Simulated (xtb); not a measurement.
Si(Me)2(OH)(PH2) (C2H9OPSi), SMILES C[Si](C)(P)O. All values are semi-empirical tight-binding results from xtb (GFN2-xTB unless named), good for trends rather than for accurate numbers. Geometry: GFN2-xTB. One conformer was computed; it need not be the lowest.

Optimised geometry:

Bond lengths (Å): C1–Si2 1.914, C1–H6 1.085, C1–H7 1.086, C1–H8 1.087, Si2–C3 1.907, Si2–O4 1.635, Si2–P5 2.249, C3–H9 1.085, C3–H10 1.086, C3–H11 1.086, O4–H12 0.954, P5–H13 1.384, P5–H14 1.385. Angles (°): Si2–C1–H6 111.4, Si2–C1–H7 110.9, Si2–C1–H8 111.5, H6–C1–H7 107.6, H6–C1–H8 107.5, H7–C1–H8 107.7, C1–Si2–C3 108.9, C1–Si2–O4 110.6, C1–Si2–P5 115.5, C3–Si2–O4 111.6, C3–Si2–P5 109.9, O4–Si2–P5 100.2, Si2–C3–H9 111.5, Si2–C3–H10 110.6, Si2–C3–H11 111.6, H9–C3–H10 107.6, H9–C3–H11 107.6, H10–C3–H11 107.8, Si2–O4–H12 121.7, Si2–P5–H13 94.8, Si2–P5–H14 94.7, H13–P5–H14 92.3.

Computed properties:
```yaml
orbital_gap: 4.88 eV
zero_point_energy: 65.7 kcal/mol
G − E(el) at 298.15 K (modified RRHO): 43.9 kcal/mol
static polarisability (D4 model): 85.2 bohr³
solvation energy, GFN2-xTB/ALPB(water): -4.8 kcal/mol
solvation energy, GFN2-xTB/ALPB(acetone): -8.9 kcal/mol
```

Computed atomic charges and the Wiberg bond orders between heavy atoms:
charges (e) C1 -0.20, Si2 0.54, C3 -0.21, O4 -0.47, P5 -0.22, H6 0.04, H7 0.04, H8 0.04, H9 0.03, H10 0.04, H11 0.03, H12 0.30, H13 0.04, H14 0.02. Bond orders C1–Si2 0.87, Si2–C3 0.87, Si2–O4 1.17, Si2–P5 0.90.
